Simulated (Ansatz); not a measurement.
A nudged elastic band was laid between two geometries of GeH4NO (7 atoms, charge -1, multiplicity 1).

Theory: RKS PBE-D4/def2-SVP (Ansatz 0.2.0).

| Property | Result |
| --- | --- |
| movable images | 7 |
| climbing image | yes |
| spring | 5.0 eV/Å² |
| optimiser | quadratic models (default) |
| start path | through a guess of the saddle point |
| force threshold | 0.03 eV/Å |
| iteration limit | 60 |
| end points | relaxed |

Image 0:

```xyz
7
Properties=species:S:1:pos:R:3
N -1.529 -0.462 -0.225
Ge -0.049 0.412 0.238
O 1.555 -0.536 -0.064
H -1.530 -0.470 -1.267
H 0.434 1.810 -0.396
H -0.079 0.693 1.801
H 1.198 -1.447 -0.087
```

Image 8:

```xyz
7
Properties=species:S:1:pos:R:3
N -0.942 -0.324 0.229
Ge 0.644 0.905 0.374
O 1.815 -0.567 0.094
H -1.632 0.116 -0.402
H 0.400 1.409 -1.216
H -1.418 -0.344 1.146
H 1.132 -1.195 -0.225
```

Problem. Which bonds break or form, and what moves?

Solution. Bonds broken: Ge2–H6. Bonds formed: N1–H6.

Problem. What energy profile does the band end with?

Solution. The forces met the threshold. The highest image is number 4 of 0 to 8, 1.87 eV above the first end and 2.65 eV above the last; the last end lies 0.78 eV below the first. Neighbouring images differ by up to 2.0 eV, so the band resolves the path poorly. A vibrational analysis at the climbing image gives one clearly imaginary mode, 1185i cm⁻¹: a first-order saddle point. The orbitals stay closed-shell, which can raise the energy where a bond breaks towards radicals; this wasn't checked here. Limits of this set-up: an anion without diffuse functions, the dipole of an ion depends on the origin.

```json
{"image": "0", "path coordinate (Å)": "0.00", "energy (eV)": "0.00", "Ge2–H6 (Å)": "1.59", "N1–H6 (Å)": "2.75"}
{"image": "1", "path coordinate (Å)": "0.39", "energy (eV)": "0.09", "Ge2–H6 (Å)": "1.59", "N1–H6 (Å)": "2.59"}
{"image": "2", "path coordinate (Å)": "0.77", "energy (eV)": "0.56", "Ge2–H6 (Å)": "1.59", "N1–H6 (Å)": "2.32"}
{"image": "3", "path coordinate (Å)": "1.16", "energy (eV)": "1.38", "Ge2–H6 (Å)": "1.60", "N1–H6 (Å)": "2.01"}
{"image": "4", "path coordinate (Å)": "1.54", "energy (eV)": "1.87", "Ge2–H6 (Å)": "1.66", "N1–H6 (Å)": "1.68"}
{"image": "5", "path coordinate (Å)": "2.23", "energy (eV)": "-0.11", "Ge2–H6 (Å)": "1.99", "N1–H6 (Å)": "1.08"}
{"image": "6", "path coordinate (Å)": "2.92", "energy (eV)": "-0.67", "Ge2–H6 (Å)": "2.53", "N1–H6 (Å)": "1.03"}
{"image": "7", "path coordinate (Å)": "3.61", "energy (eV)": "-0.72", "Ge2–H6 (Å)": "2.52", "N1–H6 (Å)": "1.03"}
{"image": "8", "path coordinate (Å)": "4.30", "energy (eV)": "-0.78", "Ge2–H6 (Å)": "2.53", "N1–H6 (Å)": "1.03"}
```

Problem. What is the geometry of the highest image?

Solution. 
```xyz
7
Properties=species:S:1:pos:R:3
N -1.353 -0.480 0.009
Ge 0.252 0.398 0.380
O 1.771 -0.501 -0.353
H -1.734 -0.307 -0.957
H 0.496 1.764 -0.449
H -1.098 0.515 1.333
H 1.667 -1.390 0.037
```

The band took 26 iterations and roughly 3 core-minutes.

Run time: 3.1 min on 1 CPU thread of a shared host.
